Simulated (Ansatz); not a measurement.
V₂O₇H₄, relaxed as a singlet with RKS PBE-D4/def2-SVP in Ansatz, starting from the GFN1-xTB geometry. Force threshold 0.02 eV/Å.

The structure holds one bond between oxygen atoms, so isomers without such links may lie far lower. The restricted singlet is unstable towards broken spin symmetry in Hartree–Fock (as tested in another run); at PBE-D4/def2-SVP this wasn't settled. The relaxation made no stability test and no search for a lower SCF solution. The structure comes from a short search, and lower isomers may exist.

Start:

Cartesian coordinates in Å:
```
V 0.423 1.185 -1.825
V -1.067 -0.581 0.253
O 0.319 -0.085 -0.660
O -0.427 -0.421 -1.701
O 0.755 2.204 -3.057
O -0.234 0.962 -0.083
O 1.038 -0.406 2.114
O -0.973 -2.199 0.372
O 0.367 2.824 -1.984
H -0.853 -3.145 0.393
H 1.234 -0.611 3.028
H -2.115 -0.109 1.272
H 1.534 0.380 1.878
```

(1) Estimate the energy that the relaxation releases and the steps that it takes.

(2) Does the start keep its bonding?

(3) Predict the relaxed structure.

Answers

(1) 396.3 kcal/mol, in 37 steps; 2.4 min on 4 threads of Intel Xeon Platinum 8175M on a shared host. No frequencies were taken in this run, so the end may be a saddle point.

(2) Bonds lost: V2–O4, O3–O4, O3–O6 (atoms count from 1). Bonds formed: V2–O7 (atoms count from 1).

(3) 
Cartesian coordinates in Å:
```
V 0.1149 0.8085 -1.8149
V -0.4378 -0.4280 0.5314
O 0.9917 -0.0308 -0.3730
O -0.0546 -0.1504 -3.0573
O 0.6963 2.4066 -2.3663
O -1.4364 0.2459 -0.5892
O 1.1384 -0.7654 2.1489
O -0.9195 -2.0961 0.7893
O -0.5902 2.5154 -1.7882
H -1.6436 -2.5016 0.2719
H 1.0465 -0.0873 2.8461
H -0.8607 0.6022 1.7344
H 1.9550 -0.5190 1.6669
```
Bond lengths (bridged metal pairs left out): 9 × O–V 1.58 to 2.28 Å; 1 × O–O 1.41 Å; 3 × H–O 0.98 Å; 1 × H–V 1.64 Å.
